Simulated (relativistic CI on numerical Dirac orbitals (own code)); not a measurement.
# Crystal-field levels of Cr³⁺, 3d3

Calculated by Dirac-Coulomb-Breit CI, orbitals from a KLI potential per configuration, model QED, valence Slater integrals scaled by 0.75, one configuration in a parametric crystal field (own radial code).

Field parameters in Wybourne normalisation: Td as Oh with Dq negative (B⁴₀ = 21Dq, B⁴₄ = √(5/14) B⁴₀). The field is a parameter set, without covalency.

S is read from ⟨S²⟩ = S(S + 1).

Site symmetry Td; labels are those of the double group. Computed levels in cm⁻¹ above the lowest, in rising order:

| Δ (size of 10Dq) | Lowest | No. 2 | No. 3 | No. 4 | No. 5 | No. 6 | No. 7 | No. 8 |
| --- | --- | --- | --- | --- | --- | --- | --- | --- |
| 1800 | Γ8 | 65 Γ7 | 347 Γ8 | 559 Γ6 | 1651 Γ7 | 1674 Γ8 | 1821 Γ6 | 1870 Γ8 |
| 3300 | Γ8 | 43 Γ7 | 335 Γ8 | 534 Γ6 | 2893 Γ7 | 2928 Γ8 | 3062 Γ6 | 3088 Γ8 |
| 4750 | Γ8 | 35 Γ7 | 328 Γ8 | 521 Γ6 | 4147 Γ7 | 4185 Γ8 | 4316 Γ6 | 4332 Γ8 |
| 6250 | Γ8 | 31 Γ7 | 323 Γ8 | 511 Γ6 | 5478 Γ7 | 5518 Γ8 | 5647 Γ6 | 5658 Γ8 |
| 7700 | Γ8 | 30 Γ7 | 319 Γ8 | 504 Γ6 | 6789 Γ7 | 6829 Γ8 | 6959 Γ6 | 6964 Γ8 |
| 9150 | Γ8 | 31 Γ7 | 317 Γ8 | 498 Γ6 | 6860 Γ8 | 8120 Γ7 | 8159 Γ8 | 8290 Γ6 |
| 10650 | Γ8 | 34 Γ7 | 316 Γ8 | 495 Γ6 | 5407 Γ8 | 9514 Γ7 | 9550 Γ8 | 9685 Γ6 |
| 12100 | Γ8 | 40 Γ7 | 318 Γ8 | 496 Γ6 | 4000 Γ8 | 10875 Γ7 | 10906 Γ8 | 11047 Γ6 |
| 13550 | Γ8 | 55 Γ7 | 328 Γ8 | 505 Γ6 | 2606 Γ8 | 12250 Γ7 | 12270 Γ8 | 12422 Γ6 |
| 15000 | Γ8 | 107 Γ7 | 372 Γ8 | 552 Γ6 | 1285 Γ8 | 13633 Γ8 | 13647 Γ7 | 13773 Γ6 |
| 16500 | Γ8 | 609 Γ7 | 766 Γ8 | 912 Γ8 | 1049 Γ6 | 14558 Γ6 | 14733 Γ8 | 15068 Γ7 |
| 17950 | Γ8 | 1909 Γ7 | 1957 Γ8 | 2185 Γ8 | 2345 Γ6 | 15834 Γ6 | 16002 Γ8 | 16433 Γ7 |

Ground-state S against |10Dq| in cm⁻¹: 1800: 1.50, 3300: 1.50, 4750: 1.50, 6250: 1.50, 7700: 1.50, 9150: 1.50, 10650: 1.50, 12100: 1.49, 13550: 1.49, 15000: 1.44, 16500: 0.82, 17950: 0.55.

The spin changes between |10Dq| = 15000 and 16500 cm⁻¹.
